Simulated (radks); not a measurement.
Results of a calculation; reference values are marked as such.
Valence configurations of Er (all share [Xe]). Code: a radial shooting solver on a logarithmic mesh with Libxc functionals. Model: Dirac Kohn-Sham, PBE, spin-unpolarised, spherical densities, finite nucleus; open shells fill j = l - 1/2 first; Fermi nuclear charge, rms radius 5.2516 fm. Energies are relative to 4f12 6s2; eigenvalues in eV.

| valence | E (eV) | e(4f5/2) | e(4f7/2) | e(5d3/2) | e(6p1/2) | e(6s1/2) |
|---|---|---|---|---|---|---|
| 4f12 6s2 | 0.000 | -3.685 | -2.604 | - | - | -3.832 |
| 4f12 5d1 6s1 | 2.847 | -3.086 | -2.006 | -0.826 | - | -3.705 |
| 4f11 5d2 6s1 | 6.315 | -8.611 | -7.463 | -1.544 | - | -4.003 |
| 4f11 6s2 6p1 | 5.225 | -12.987 | -11.836 | - | -2.353 | -5.620 |
| 4f10 6s2 6p2 | 19.467 | -23.725 | -22.503 | - | -3.294 | -7.258 |
| 4f12 5d1 6p1 | 5.293 | -4.088 | -3.008 | -1.539 | -1.798 | - |
| 4f12 6s1.5 6p0.5 | 1.284 | -4.354 | -3.273 | - | -1.610 | -4.215 |

NIST lists [Xe] 4f12 6s2 as the ground configuration; this level of theory agrees among the configurations tried. The energies are those of spherical spin-averaged densities, not of single terms. No valid solution was reached for [Xe] 4f13 6s1; [Xe] 4f13 6p1; [Xe] 4f14.
